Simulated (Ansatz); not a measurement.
`[OH][Ge][O][SiH3]` + `O[SiH](O)Br` → `O[SiH](Br)O[SiH3]` + `[OH][Ge][OH]`  (ligand exchange at the Si–O bond)

Calculated with Ansatz (gas phase, PBE0-D4/def2-TZVP geometries, no zero-point term in ΔE). CCSD(T)/CBS adds triple-zeta CCSD(T) − MP2 to the extrapolated MP2 energy (def2 sets, frozen cores). Functionals use def2-TZVPP. For Br, Ge outer-core shells are correlated without core-valence functions, which leaves a few kJ/mol of doubt a bond. Scalar relativity is left out up to krypton. One conformer a species, not always the lowest.

| level | ΔE (eV) |
| --- | --- |
| r2SCAN0-D4 | 0.05 |
| RPA@PBE/def2-TZVPP | 0.04 |
| CCSD/def2-SVP | 0.06 |
| CCSD/CBS(def2) | 0.02 |

(1) What does CCSD(T)/CBS give? (Estimate.)

Largest T1 diagnostic among the species: 0.015.

Answers

(1) Ansatz gave: +0.02 eV. The listed levels differ from it by 0.03, 0.02, 0.04, 0.00 eV.

Leaving LDA and LC-ωPBE aside and taking each functional with its dispersion term where it has one, the values, not all of them listed here, spread over 0.04 eV, from BHLYP-D4 to PBE-QIDH. At CCSD(T), def2-SVP lies +0.05 eV from the extrapolated value and def2-TZVPP +0.02 eV.
